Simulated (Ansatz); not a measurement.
```xyz
30

C    -0.531    1.341   -2.579
N    -0.817    0.456   -1.477
C    -1.267   -0.851   -1.884
Ge    0.103    0.591    0.088
O     0.594    2.305    0.098
N     1.636   -0.379    0.342
C     1.549   -1.811    0.490
C     2.848    0.045   -0.317
N    -1.021    0.047    1.407
C    -2.428    0.351    1.341
C    -0.540   -0.181    2.746
H    -1.438    1.504   -3.176
H    -0.191    2.309   -2.212
H     0.239    0.940   -3.259
H    -2.192   -0.771   -2.470
H    -0.532   -1.385   -2.508
H    -1.483   -1.473   -1.012
H     1.001    2.553    0.930
H     0.601   -2.092    0.954
H     1.626   -2.344   -0.472
H     2.360   -2.181    1.131
H     3.726   -0.231    0.282
H     2.975   -0.415   -1.311
H     2.855    1.129   -0.445
H    -3.024   -0.497    1.705
H    -2.695    1.226    1.953
H    -2.722    0.558    0.311
H    -1.024   -1.061    3.190
H     0.538   -0.355    2.741
H    -0.744    0.671    3.413
```

Total charge 0; spin multiplicity 1.

(1) List the PBE/def2-TZVPP orbital energies in eV (the Gaussian-basis code of Ansatz). (An estimate is asked.)

Results:

(1) Ansatz gave: Occupied: -10804.52, -1337.74, -1191.17, -1191.16, -1191.15, -509.86, -380.23, -380.16, -380.12, -269.32, -269.32, -269.31, -269.26, -269.22, -269.14, -162.52, -114.00, -113.94, -113.94, -29.98, -29.88, -29.84, -29.77, -29.74, -24.24, -22.44, -22.02, -21.99, -17.42, -17.35, -17.24, -15.84, -14.83, -14.78, -13.16, -11.98, -11.58, -11.35, -10.97, -10.91, -10.75, -10.64, -10.62, -10.57, -9.53, -9.32, -9.28, -9.17, -8.81, -8.74, -8.66, -8.21, -7.96, -7.92, -7.01, -5.35, -4.86, -4.54. Lowest empty: -0.30, 0.28, 0.73, 0.95, 1.08, 1.57, 1.61, 1.80.
